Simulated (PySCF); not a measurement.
A PySCF script (with the pyscf-properties extension) for the NMR shieldings of SMILES CC(C)=C[C@H](C)BF, C6H12BF, on a GFN2-xTB geometry:

```python
import basis_set_exchange as bse
import numpy as np
from pyscf import gto, dft
from pyscf.prop import nmr

atoms = """
C    -1.617285   -0.860532   -0.965197
C    -1.150756    0.259717   -0.086991
C    -2.212955    1.271776    0.231779
C     0.082386    0.382812    0.397848
C     1.255650   -0.552216    0.188566
C     2.188885   -0.514707    1.398977
B     1.807826    0.079094   -1.151165
F     1.382624   -0.393570   -2.308362
H    -0.824907   -1.566764   -1.186764
H    -2.442845   -1.390451   -0.489087
H    -1.984211   -0.456934   -1.908466
H    -1.835857    2.049732    0.890283
H    -2.575868    1.736889   -0.684583
H    -3.062502    0.787418    0.712566
H     0.318439    1.250217    1.000710
H     0.889397   -1.572868    0.059768
H     2.587470    0.486415    1.544210
H     1.656264   -0.809931    2.301088
H     3.024226   -1.195552    1.252604
H     2.508872    1.020135   -1.200820
"""
names = dict.fromkeys(["C", "B", "F", "H"], "pcSseg-1")
basis = {el: gto.basis.parse(bse.get_basis(n, elements=[el], fmt="nwchem")) for el, n in names.items()}
mol = gto.M(atom=atoms, basis=basis, charge=0, verbose=0)
mf = dft.RKS(mol, xc="PBE0")
mf.grids.level = 2
mf.grids.alignment = dft.numint.BLKSIZE   # the property module wants whole blocks of grid points
mf.conv_tol = 1e-9
mf.kernel()

calc = nmr.RKS(mf)   # GIAO
C = mf.mo_coeff
Co = C[:, mf.mo_occ > 0]
resp = mf.gen_response(singlet=True, hermi=2)
def vind(x):   # induced exchange potential for any number of trial vectors
    d = np.einsum("pi,xij,qj->xpq", C, 2 * x.reshape(-1, C.shape[1], Co.shape[1]), Co, optimize=True)
    return np.einsum("xpq,pi,qj->xij", resp(d - d.transpose(0, 2, 1)), C, Co, optimize=True).ravel()
mo1, _ = nmr.rhf.solve_mo1(calc, with_cphf=vind)
sigma = calc.kernel(mo1)
for i, s in enumerate(sigma):   # ppm
    print("%2d %-2s %9.2f" % (i, mol.atom_pure_symbol(i), np.trace(s) / 3))
```

Q: Give the expected output.

A: 
```
 0 C     165.26
 1 C      36.85
 2 C     157.20
 3 C      61.06
 4 C     153.09
 5 C     169.74
 6 B      53.68
 7 F     211.37
 8 H      29.28
 9 H      30.13
10 H      30.13
11 H      29.84
12 H      29.79
13 H      29.88
14 H      26.90
15 H      29.44
16 H      30.48
17 H      30.54
18 H      30.48
19 H      26.81
```

These numbers come from an equivalent density-fitted implementation of the same equations, which agrees with the script to about 0.01 ppm for H and up to a few tenths of a ppm for heavy atoms, so last digits may differ.

Size and cost of the density-fitted run: 196 basis functions, 44 s wall time on 1 thread of an Arm Neoverse V1, shared host; peak memory 0.87 GiB.
